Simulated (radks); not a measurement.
Isoelectronic series with 14 electrons, each ion in its NIST ground configuration. Method: Dirac Kohn-Sham, PBE, spin-unpolarised, spherical densities, finite nucleus; open shells fill j = l - 1/2 first; Fermi nuclear charge, rms radius of each element as measured or else 0.836 A^(1/3) + 0.57 fm; computed with a radial shooting solver on a logarithmic mesh with Libxc functionals. Total energies (hartree) and mean radii <r> (bohr) (* marks an orbital that is empty in some or all of the ions):

Mo28+: configuration [Ne] 3s2 3p2; E (hartree) -3486.56975; 3d3/2* 0.3217; 3p3/2* 0.3652; 3p1/2 0.3586; 3s1/2 0.3739
Rh31+: configuration [Ne] 3s2 3p2; E (hartree) -4052.79465; 3d3/2* 0.2937; 3p3/2* 0.3350; 3p1/2 0.3280; 3s1/2 0.3431
Cd34+: configuration [Ne] 3s2 3p2; E (hartree) -4665.05030; 3d3/2* 0.2701; 3p3/2* 0.3094; 3p1/2 0.3019; 3s1/2 0.3167
Sb37+: configuration [Ne] 3s2 3p2; E (hartree) -5324.34378; 3d3/2* 0.2500; 3p3/2* 0.2873; 3p1/2 0.2794; 3s1/2 0.2938
Xe40+: configuration [Ne] 3s2 3p2; E (hartree) -6031.78612; 3d3/2* 0.2326; 3p3/2* 0.2681; 3p1/2 0.2598; 3s1/2 0.2738
La43+: configuration [Ne] 3s2 3p2; E (hartree) -6788.6231; 3d3/2* 0.2174; 3p3/2* 0.2512; 3p1/2 0.2425; 3s1/2 0.2561
Nd46+: configuration [Ne] 3s2 3p2; E (hartree) -7596.2316; 3d3/2* 0.2040; 3p3/2* 0.2363; 3p1/2 0.2271; 3s1/2 0.2403
Eu49+: configuration [Ne] 3s2 3p2; E (hartree) -8456.1036; 3d3/2* 0.1921; 3p3/2* 0.2230; 3p1/2 0.2134; 3s1/2 0.2261
Dy52+: configuration [Ne] 3s2 3p2; E (hartree) -9369.9846; 3d3/2* 0.1814; 3p3/2* 0.2110; 3p1/2 0.2009; 3s1/2 0.2132
